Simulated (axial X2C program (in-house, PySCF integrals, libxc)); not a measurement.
# MoN⁻ along the bond: PBE0, with spin–orbit coupling

All values were computed with an axial X2C code built on PySCF integrals. Two-component (2c) means X2C with spin–orbit coupling and atomic mean-field two-electron Coulomb and Gaunt terms. Basis: Mo dyall-acv3z [12s13p10d5f3g], N dyall-av3z [7s7p3d2f] (cores contracted in-house); Gaussian nuclei, density fitting, unrestricted open shells. Masses: Mo 97.905 u, N 14.003 u.

State: Ω = 1 (⟨Sz⟩ = 1.00, ⟨Lz⟩ = 0.00 at PBE0). Dipoles are positive if N is the positive end and refer to the centre of mass.

```csv
R (Å),μ (D),HOMO (eV),LUMO (eV)
1.528,2.034,0.47,1.73
1.576,1.578,0.43,1.74
1.625,1.165,0.39,1.75
1.682,0.747,0.35,1.75
1.739,0.411,0.33,1.75
1.812,0.153,0.31,1.75
```

Question: The minimum lies at 1.622 Å. What is the dipole moment there?

Answer: At PBE0, 2c, with the sign and origin stated: μ = 1.19 D.

The state is one determinant whose occupation by symmetry is held fixed; it was picked as the lowest of a PBE0 search that is not exhaustive. Density functionals use the spin component along the axis (collinear). With several unpaired electrons one determinant need not be a pure state. Open-shell Ω = 0 determinants with evenly filled partner blocks cannot be reached by this program, so the Ω shown need not be the lowest component. The highest occupied level of some functionals is positive through self-interaction error; at Hartree–Fock it is bound. The determinant is spin-polarised beyond a pure state at some levels (its spin-free form has ⟨S²⟩ too high), which makes Re and μ there less reliable. The LUMO of an anion is an unbound level whose energy the basis sets.
